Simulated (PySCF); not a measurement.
## (Cl)2Si(OSiH2)2O

Geometry (Å), atoms numbered from 1 in this order:
```xyz
12

Si   -1.151    0.997   -0.587
Cl   -0.943    2.968   -0.624
Cl   -2.869    0.327   -1.322
O    -1.039    0.510    0.948
Si    0.039   -0.474    1.687
O     1.114   -0.957    0.568
Si    1.265   -0.654   -1.021
O     0.050    0.351   -1.453
H    -0.718   -1.638    2.106
H     0.743    0.361    2.640
H     1.021   -1.895   -1.732
H     2.487    0.104   -1.210
```

Theory: GIAO BP86/def2-SVP magnetisability, rotational g tensor and spin-rotation constants, non-relativistic, gas phase (PySCF 2.14.0). Geometry: GFN2-xTB.

Task: Give the nuclear spin-rotation constants along the inertial axes (H = +C I·J) beside the isotropic shieldings.

Result: Rotational constants 1.2645, 0.6800, 0.6764 GHz. A star marks the isotopologue with that one atom substituted, in its own axes.
| atom | isotope | Caa (kHz) | Cbb (kHz) | Ccc (kHz) | mean (kHz) | σ (ppm) |
| --- | --- | --- | --- | --- | --- | --- |
| Cl2 | 35Cl | 0.226 | 0.067 | 0.145 | 0.146 | 867.6 |
| Cl3 | 35Cl | 0.226 | 0.067 | 0.145 | 0.146 | 867.2 |
| H9 | 1H | -0.106 | 0.012 | -0.038 | -0.044 | 26.3 |
| H10 | 1H | -0.106 | 0.013 | -0.040 | -0.044 | 26.3 |
| H11 | 1H | -0.106 | 0.014 | -0.040 | -0.044 | 26.3 |
| H12 | 1H | -0.106 | 0.011 | -0.038 | -0.044 | 26.3 |
| Si1 | 29Si* | -0.663 | -0.319 | -0.369 | -0.450 | 447.6 |
| O4 | 17O* | -0.213 | -0.107 | -0.076 | -0.132 | 217.7 |
| Si5 | 29Si* | -0.683 | -0.337 | -0.360 | -0.460 | 438.4 |
| O6 | 17O* | -0.065 | -0.099 | -0.107 | -0.090 | 251.2 |

For the geometry as given, no vibrational averaging.
